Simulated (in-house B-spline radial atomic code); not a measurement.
Response and correlation along the 36-electron series, closed shell [Ar] 3d10 4s2 4p6; the second-order energy is extrapolated in partial waves. Computed with an all-electron radial atomic-structure program (B-spline basis): relativistic RPA and second-order many-body perturbation theory on Dirac-Hartree-Fock.

```
  ion   Z  dipole polarisability (bohr³)  quadrupole polarisability (bohr⁵)  ratio of RPA to uncoupled dipole  second order correlation energy (Eh)  C6 of two such ions (Eh bohr⁶)
Sb15+  51                         0.3972                            0.21062                           0.87343                               -2.1013                         0.48449
Te16+  52                        0.35024                             0.1709                           0.87332                               -2.1111                         0.39757
 I17+  53                        0.31041                            0.13983                           0.87338                               -2.1208                         0.32878
Xe18+  54                        0.27638                            0.11528                           0.87359                               -2.1302                         0.27382
Cs19+  55                        0.24712                           0.095687                           0.87394                               -2.1394                         0.22951
```

Task: How fast does the dipole polarisability fall along the series?

Result: From 0.3972 to 0.2471 bohr³; a fit of its logarithm against log Z from Z = 51 to 55 has slope -6.28.
